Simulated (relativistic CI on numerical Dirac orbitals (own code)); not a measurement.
**Pm XXVI: sensitivity of the levels to the model**

Base calculation: Dirac-Coulomb-Breit CI, KLI orbitals optimised for each configuration, model QED (radiative potential, 1s self-energy scaled to tabulated hydrogen-like ionisation energies), unscaled Slater integrals.

CI space (outside the closed core [Ar] 3d10): 4s²4p⁶, 4s²4p⁵4d, 4s4p⁶4d, 4s²4p⁵4f, 4s4p⁶4f, 4s²4p⁵5s, 4s²4p⁵5p, 4p⁶4d4f, 4p⁶4d², 4p⁵4d³, 4p⁵4d²4f, 4p⁵4d²5s, 4p⁵4d²5p, 4p⁶4f², 4p⁵4d4f², 4p⁵4f³, 4p⁵4f²5s, 4p⁵4f²5p. Double excitations out of closed p, d and f shells are left out; levels of such configurations are missing from the list, as are those of other unlisted configurations, and high levels can miss mixing partners.

Variants: (1) QED terms removed; (2) configuration mixing switched off. Shifts of the energy above 4s²4p⁶ ¹S0, in cm⁻¹, for the lowest level and the first level of each name with at least 55 % of one term (blank where a level changes its place among those of its configuration and J or its character, or is not in the variant):

| Level | Base | Δ(1) | Δ(2) |
| --- | --- | --- | --- |
| 4s²4p⁶ ¹S0 | 0 | 0 | 0 |
| 4s²4p⁵4d ³P°0 | 834153 | +571 | -437 |
| 4s²4p⁵4d ³P°1 | 854795 | +550 | -436 |
| 4s²4p⁵4d ³F°3 | 878606 | +570 | +1669 |
| 4s²4p⁵4d ³F°4 | 907891 | +436 | +2618 |
| 4s²4p⁵4d ³D°3 | 958129 | +431 | -198 |
| 4s²4p⁵4d ³D°1 | 1028770 | +390 | -421 |
| 4s²4p⁵4d ³F°2 | 1122224 | +209 | +1958 |
| 4s²4p⁵4d ¹P°1 | 1294471 | +261 | -346 |
| 4s4p⁶4d ³D1 | 1716746 | +4012 | +34422 |
| 4s4p⁶4d ³D2 | 1734488 | +4048 | +30031 |
| 4s4p⁶4d ³D3 | 1774007 | +3971 | +28735 |
| 4s4p⁶4d ¹D2 | 1853222 | +4320 | +7001 |
| 4s²4p⁵4f ³G5 | 1998922 | +427 | -150 |

At this charge energies of transitions that change n are usually good to better than 1 %, and those within a shell (Δn = 0) to a few per cent.

Ionisation energy from the two ground configurations alone: base 916.3 eV. The NIST ASD value (theoretical) is 916 eV.

LS names give the leading component of a level, which can be under half, so a name can repeat, a term be missing and a line seem to break the LS rules.
